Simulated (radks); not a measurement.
The cerium ion Ce+, 57 electrons, occupied as [Xe] 4f(5/2: 2, 7/2: 0) 6s1 (not the ground configuration).

All-electron calculation, Dirac Kohn-Sham, BLYP, spin-unpolarised, spherical densities, finite nucleus; Fermi nuclear charge, rms radius 4.8771 fm. Program: a radial shooting solver on a logarithmic mesh with Libxc functionals.

Energy parts (eV):
part                      energy
total                 -241237.84
kinetic                258797.62
electron-nucleus      -587569.07
Hartree                 93274.81
exchange-correlation    -5741.19

Orbitals (lengths in bohr, moments of r in powers of bohr; <r^-3> diverges for s and p1/2; r(90%) holds 90 % of the orbital's charge):
orbital  occ.  eigenvalue (eV)      <r>      <r^4>  r(90%)  <r^-3>
1s1/2       2        -40236.16  0.02457  1.776e-06  0.0443       -
2s1/2       2        -6438.891   0.1047  0.0002921   0.163       -
2p1/2       2        -6080.060  0.08793  0.0001837   0.145       -
2p3/2       4        -5633.235  0.09414  0.0002291   0.153    7090
3s1/2       2        -1384.423   0.2783    0.01192   0.409       -
3p1/2       2        -1232.349   0.2681    0.01109   0.403       -
3p3/2       4        -1144.541   0.2802    0.01311   0.420    1431
3d3/2       4        -878.4283   0.2513    0.01003   0.394   234.7
3d5/2       6        -859.5611   0.2551    0.01057   0.399   213.4
4s1/2       2        -278.8881   0.6386     0.3090   0.918       -
4p1/2       2        -222.4982   0.6579     0.3640   0.958       -
4p3/2       4        -203.7375   0.6856     0.4290   0.998   306.5
4d3/2       4        -111.2591   0.7439     0.6771    1.12   41.43
4d5/2       6        -107.9978   0.7539     0.7144    1.14   37.29
5s1/2       2         -42.9668    1.545      10.70    2.23       -
5p1/2       2         -28.0426    1.749      18.67    2.56       -
5p3/2       4         -25.4744    1.836      22.80    2.69   41.49
6s1/2       1          -7.9587    4.130      541.7    5.96       -
4f5/2       2          -6.1686    1.265      19.75    2.29   3.711
4f7/2       0          -5.8862    1.289      22.11    2.35   3.583

The highest occupied level is 4f5/2 at -6.169 eV. The density falls to 0.001 e/bohr^3 at r = 4.67 bohr. The electron density at the nucleus is 3.831e+05 e/bohr^3.
